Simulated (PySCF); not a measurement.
A structure optimised at PBE0-D3(BJ)/def2-SVP, used in a PySCF frequency run:

```xyz
14

Si    -0.9989     0.4311     0.0000
C     -1.7960    -0.2805     1.5521
C     -1.7960    -0.2805    -1.5521
Ge     1.3380    -0.0471     0.0000
H     -1.1590     1.9222     0.0000
H     -1.6703    -1.3739     1.5895
H     -1.3461     0.1455     2.4618
H     -2.8752    -0.0601     1.5699
H     -1.3461     0.1455    -2.4618
H     -1.6703    -1.3739    -1.5895
H     -2.8752    -0.0601    -1.5699
H      1.5839    -1.5720     0.0000
H      2.0397     0.5328     1.2457
H      2.0397     0.5328    -1.2457
```

Problem. Write its SMILES, formula and point group.

Solution. C[SiH](C)[GeH3], C₂H₁₀GeSi, Cs

Problem. What are its rotational constants (standard atomic weights)?

Solution. 4.9958, 1.7483, 1.4257 GHz
